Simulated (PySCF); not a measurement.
## Ionisation energy of Er⁶⁶⁺ by level of theory

Er⁶⁶⁺ 1s2 (1S) → Er⁶⁷⁺ 1s1 (2S), as a difference of total energies. Computed with PySCF 2.14 in an uncontracted even-tempered set (17 s from 180 bohr⁻², ratio 2.2; 7 p from 270 bohr⁻², ratio 2.4; 4 d from 820 bohr⁻², ratio 2.4; 3 f from 1200 bohr⁻², ratio 2.4; 3 g from 1900 bohr⁻², ratio 2.4), with the spin-free X2C one-electron Hamiltonian (Gaussian nucleus). Correlated levels: nothing frozen; virtual orbitals above 40 to 60 times the deepest correlated orbital energy dropped. The calculations carry no spin-orbit coupling.

```tsv
method	ionisation energy (eV)
UHF	65997.9
LDA	65916.4
PBE	65999.4
PBE0	65999.3
r2SCAN	66005.8
M06-2X	66012.5
MN15	66094.0
MP2 (all electrons)	65999.7
SCS-MP2 (all electrons)	66000.1
```

For this ion Breit and QED terms and the two-electron picture change, all absent here, outweigh the differences among the correlated methods.

For comparison: 65848.24 ± 0.12 eV (theoretical estimate listed by NIST; NIST Atomic Spectra Database, ionization energies).
